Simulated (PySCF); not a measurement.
Gas-phase reaction: InI3 + Cl2 → InI + 2 ICl

Method: PySCF energies (xtb for GFN2) plus ideal-gas RRHO corrections (1 bar). † marks an energy on the PBE0/def2-TZVP geometry and frequencies; other levels use their own. CCSD(T) freezes the core. All species are closed-shell singlets. B3LYP is the form with VWN-RPA correlation. I, In: scalar-relativistic def2 core potential, no spin-orbit coupling. CCSD(T) isn't extrapolated to the basis-set limit; its ΔH°(298 K) is 204.2 kJ in def2-SVP and 184.9 kJ in def2-TZVPP. The harmonic model lacks anharmonicity and excited electronic states, which grow with temperature; levels with a mode under 35 cm⁻¹ are left out. Soft modes under 120 cm⁻¹ make the harmonic entropy rough for InI3.

```
level               ΔE electronic, kJ  ΔH°(298 K), kJ  ΔS°(298 K), J/K  ΔG°(800 K), kJ
------------------  -----------------  --------------  ---------------  --------------
B3LYP/def2-TZVP†                  137             134              140              24
BLYP/def2-TZVP†                   112             109              140              -1
CCSD(T)/def2-SVP†                 207             204              140              94
GFN2-xTB                          133             130              139              21
HF/def2-TZVP†                     186             183              140              73
M06-2X/def2-TZVP†                 200             197              140              87
PBE/def2-TZVP†                    152             149              140              39
r2SCAN/def2-TZVP†                 186             183              140              73
ωB97M-V/def2-TZVP†                182             179              140              69
ωB97X-V/def2-TZVP†                189             186              140              76
```
ΔH° is lowest at BLYP/def2-TZVP† and highest at CCSD(T)/def2-SVP†. No reference value is set beside these.
